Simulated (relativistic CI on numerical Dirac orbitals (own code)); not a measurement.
Nd2+ (4f4) in a crystal field

Calculated by Dirac-Coulomb-Breit CI, orbitals from a KLI potential per configuration, a model potential for QED, valence Slater integrals scaled by 0.75, one configuration in a parametric crystal field (own radial code).

Field parameters in Wybourne normalisation; cubic f-shell fields have B⁴₄ = √(5/14) B⁴₀ and B⁶₄ = −√(7/2) B⁶₀. The field is a parameter set, without covalency.

S is read from ⟨S²⟩ = S(S + 1).

Levels (cm⁻¹, degeneracy): 0 (1), 111 (3), 124 (3), 221 (2), 1217 (3), 1259 (3), 1260 (2), 1279 (3), 2426 (1), 2449 (3), 2472 (3), 2478 (1).

Which field gives this pattern?
A. Oh, B40 = 370, B60 = 80 cm⁻¹
B. Oh, B40 = -260, B60 = 300 cm⁻¹
C. Oh, B40 = -720, B60 = 390 cm⁻¹
D. Oh, B40 = -570, B60 = -320 cm⁻¹

B. Oh, B40 = -260, B60 = 300 cm⁻¹, ground level with S = 1.98.
